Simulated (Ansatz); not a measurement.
The same path of CH9GaOSi (13 atoms, charge 0, multiplicity 1) was run twice with different band settings. Lost on the way: Ga1–Si2, H5–O6. Made: Si2–H5.

The calculation used Ansatz 0.2.0, RKS PBE0-D4/def2-SVP.

Relaxed end points:

```xyz
13
Properties=species:S:1:pos:R:3
Ga -1.002 -0.679 -0.163
Si 0.514 -2.302 0.794
H -1.332 -0.676 -1.706
H -2.040 0.016 0.815
H 0.903 0.999 0.621
O 0.433 0.912 -0.218
C 0.045 2.186 -0.711
H 1.432 -1.617 1.775
H -0.180 -3.382 1.569
H 1.409 -2.979 -0.200
H 0.928 2.825 -0.862
H -0.441 2.015 -1.680
H -0.670 2.682 -0.035
```

```xyz
13
Properties=species:S:1:pos:R:3
Ga -1.506 0.142 0.154
Si 0.976 -2.042 0.868
H -1.284 -0.814 -1.075
H -2.416 -0.044 1.402
H 0.278 -0.760 1.248
O -0.757 1.761 0.021
C 0.094 2.168 -1.002
H 1.923 -2.375 1.970
H -0.051 -3.112 0.718
H 1.708 -1.824 -0.412
H 1.118 2.340 -0.621
H 0.172 1.438 -1.833
H -0.255 3.123 -1.437
```

Common settings: movable images 5; climbing image yes; spring 5.0 eV/Å²; optimiser quadratic models (default); force threshold 0.03 eV/Å; iteration limit 60; end points relaxed.

| run | start path |
| --- | --- |
| 1 | through a guess of the saddle point |
| 2 | straight line |

Problem. What does each run give, and how far can it be trusted?

Solution. Run 1: converged after 40 iterations, highest image 1.323 eV above the first end. Neighbouring images differ by up to 1.3 eV, so the band resolves the path poorly. A vibrational analysis at the climbing image gives one clearly imaginary mode, 1268i cm⁻¹: a first-order saddle point.
Run 2: converged after 26 iterations, highest image 1.323 eV above the first end. Neighbouring images differ by up to 1.3 eV, so the band resolves the path poorly. Another band between the same ends (5 images) ends at a top of the same energy, where a vibrational analysis finds 1 clearly imaginary mode.
The orbitals stay closed-shell, which can raise the energy where a bond breaks towards radicals; this wasn't checked here.
